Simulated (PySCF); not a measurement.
17O chemical shifts

Gas phase, no relativistic terms, equivalent nuclei averaged, one computed conformer. PBE0/pcSseg-1 with gauge-including orbitals; structure optimised with GFN2-xTB; PySCF.

Shieldings were converted by a linear fit to measured shifts: 17O: δ = 266.70 − 0.911σ (rms 10.7 ppm, 155 shifts, 12.2 ppm with the 3 outliers that the fit left out vs liquid water, solution or neat liquid). Occasional misses reach two or three times the rms, and more in compound classes unlike the fitted ones.

Task: Give the 17O shifts of `C=C(CC)[Si@H](N)OC`, `CS(=O)(=O)COC[SiH3]`, `O=S1CCC1`.

Result: 
```
                                               compound             environment  δ (ppm)
                                     C=C(CC)[Si@H](N)OC  oxygen bonded to C, Si    -31.8
[CH3:1][S:2](=[O:3])(=[O:4])[CH2:5][O:6][CH2:7][SiH3:8]   O3/4: S=O oxygen (×2)    163.2
[CH3:1][S:2](=[O:3])(=[O:4])[CH2:5][O:6][CH2:7][SiH3:8]        O6: ether oxygen    -13.5
                                               O=S1CCC1              S=O oxygen     85.5
```

Task: Order these by 17O shift, lowest first.
A. CC(C)[C@@H]([SiH3])C(N)=O
B. O=S1CCC1
C. CC[C@@H]1CCO[Si@H]1N
D. C/C=C/[Si@H](NC)OC
E. O=C1[SiH2][SiH2][SiH2][C@@H]1C1CC1

Result: D (-35.6 ppm, oxygen bonded to C, Si), C (6.7 ppm, oxygen bonded to C, Si, in a 5-membered ring), B (85.5 ppm, S=O oxygen), A (332.3 ppm, amide-type carbonyl oxygen), E (752.1 ppm, carbonyl oxygen).

In solution the two oxygens of a carboxylic acid give one averaged line by proton exchange, and hydrogen bonding shields acid and N–H amide carbonyl oxygens by tens of ppm; neither is in these numbers.
